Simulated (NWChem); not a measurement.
# NH₄ cation; SMILES [NH4+]

Results from NWChem. Pople sets run with spherical d functions. Structure relaxed at the PBE0-D3(BJ)/def2-TZVP level. Total energies compare along this basis series because the functional is fixed.

| level | basis functions | energy (Ha) | highest occupied level (eV) | orbital gap (eV) |
|---|---|---|---|---|
| TPSS/STO-3G | 9 | -56.2114 | -21.60 | 20.80 |
| TPSS/3-21G | 17 | -56.6010 | -21.37 | 15.82 |
| TPSS/6-31G* | 22 | -56.8979 | -21.29 | 15.35 |
| TPSS/6-31+G* | 26 | -56.8987 | -21.29 | 14.81 |
| TPSS/6-311G** | 42 | -56.9243 | -21.21 | 14.80 |
| TPSS/6-311++G** | 50 | -56.9247 | -21.21 | ? |

Problem. What belongs in the gaps?

Solution. 
- TPSS/6-311++G**, orbital gap (eV): 14.56
